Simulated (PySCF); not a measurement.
Some computed properties have been withheld. Give your best values.

Species: C7H6FN.
InChI=1S/C7H6FN/c8-7-4-1-5(7)6(7)3(4)2-9/h3-6H,1H2/t3-,4-,5+,6-,7-/m0/s1

| property | level | value |
| --- | --- | --- |
| point group of the GFN2-xTB geometry | GFN2-xTB | C1 |
| rotational constants A, B, C of the GFN2-xTB geometry | GFN2-xTB | 2.921, 1.513, 1.229 GHz |
| dipole moment | B3LYP/def2-SVPD | ? |
| HOMO energy | B3LYP/def2-SVPD | ? |
| LUMO energy | B3LYP/def2-SVPD | ? |
| lowest singlet excitation | TDDFT B3LYP/def2-SVPD | 6.81 eV (182 nm, f = 0.001) |
| strongest line among the 8 lowest singlet transitions | TDDFT B3LYP/def2-SVPD | S8 at 7.72 eV (161 nm, f = 0.013) |
| lowest triplet excitation (Tamm–Dancoff) | TDA B3LYP/def2-SVPD | ? |
| static isotropic polarisability | B3LYP/def2-SVPD | ? |
| electronic spatial extent ⟨r²⟩ about the centre of nuclear charge | B3LYP/def2-SVPD | ? |

The electronic properties come from PySCF, for the isolated species, density fitting.

(1) The HOMO energy?

(2) What is the LUMO energy?

(3) What is the lowest triplet excitation (Tamm–Dancoff)?

(4) The static isotropic polarisability?

(5) Give the dipole moment.

(6) Give the electronic spatial extent ⟨r²⟩ about the centre of nuclear charge.

## Answers

(1) -7.62 eV.

(2) 0.14 eV.

(3) 6.34 eV.

(4) 75.0 au.

(5) 4.90 D.

(6) 1000 bohr².

The dipole equals about 16.3 × 10⁻³⁰ C·m (1 D = 3.33564 × 10⁻³⁰ C·m). With B = h/(8π²I), that is 505.379 GHz u Å² over I, the principal moments of inertia are 173.0, 334.1 and 411.3 u Å² (most abundant isotopes). The vertical singlet–triplet gap S1 − T1 is 0.47 eV (TDDFT singlet less Tamm–Dancoff triplet).
